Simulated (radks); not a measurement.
Values are calculated unless marked as measured or tabulated.
Ag1.75+, 45.25 electrons, occupied as [Kr] 5s(up 0.5, down 0.5) 4d(up 4.25, down 4) (fractional occupations, a model configuration).

Level of theory: scalar-relativistic Kohn-Sham, r2SCAN, spin-polarised, spherical densities, finite nucleus; meta-GGA in the generalised Kohn-Sham scheme; Fermi nuclear charge, rms radius 4.5454 fm (a radial shooting solver on a logarithmic mesh with Libxc functionals).

Energy parts (hartree):
part                        energy
total                  -5315.48977
kinetic                 5522.38419
electron-nucleus      -12809.30625
Hartree                 2120.18687
exchange-correlation    -148.75458

Orbitals (lengths in bohr, moments of r in powers of bohr; <r^-3> diverges for s and p1/2; r(90%) holds 90 % of the orbital's charge):
\begin{tabular}{lrrrrrr}
orbital & occ. & eigenvalue (hartree) & <r^2> & r(90%) & <1/r> & <r^-3> \\ \hline
1s down & 1 & -933.5802 & 0.001309 & 0.0558 & 49.43 & - \\
1s up & 1 & -933.5802 & 0.001309 & 0.0558 & 49.43 & - \\
2s up & 1 & -138.7527 & 0.02145 & 0.208 & 11.25 & - \\
2s down & 1 & -138.7499 & 0.02145 & 0.208 & 11.25 & - \\
2p up & 3 & -124.4449 & 0.01692 & 0.192 & 10.85 & 3779 \\
2p down & 3 & -124.4429 & 0.01692 & 0.192 & 10.85 & 3779 \\
3s up & 1 & -26.38998 & 0.1546 & 0.541 & 3.957 & - \\
3s down & 1 & -26.38935 & 0.1546 & 0.541 & 3.957 & - \\
3p up & 3 & -21.65269 & 0.1564 & 0.552 & 3.764 & 677.8 \\
3p down & 3 & -21.65176 & 0.1564 & 0.552 & 3.764 & 677.7 \\
3d up & 5 & -14.20151 & 0.1424 & 0.547 & 3.530 & 92.15 \\
3d down & 5 & -14.19948 & 0.1424 & 0.547 & 3.530 & 92.14 \\
4s up & 1 & -4.47616 & 0.9370 & 1.32 & 1.511 & - \\
4s down & 1 & -4.46671 & 0.9368 & 1.32 & 1.511 & - \\
4p up & 3 & -3.09160 & 1.125 & 1.46 & 1.364 & 111.6 \\
4p down & 3 & -3.08181 & 1.125 & 1.46 & 1.364 & 111.6 \\
4d up & 4.25 & -1.09922 & 1.949 & 2.00 & 1.044 & 9.692 \\
4d down & 4 & -1.08989 & 1.956 & 2.01 & 1.043 & 9.679 \\
5s up & 0.5 & -0.72720 & 7.086 & 3.65 & 0.5124 & - \\
5s down & 0.5 & -0.72435 & 7.126 & 3.66 & 0.5105 & - \\
\end{tabular}

The highest occupied level is 5s down at -19.711 eV. Summed over all electrons, <r^2> = 34.66 bohr^2, which gives a Langevin (diamagnetic) susceptibility term of -27.4 x 10^-6 cm^3/mol. The density falls to 0.001 e/bohr^3 at r = 3.73 bohr. Spin moment in Bohr magnetons: 0.25. The electron density at the nucleus is 1.493e+05 e/bohr^3 (large components only). The spin density at the nucleus is -0.0717 e/bohr^3 (1s 0.0008, 2s -0.1614, 3s 0.1314, 4s -0.2072, 5s 0.1646).
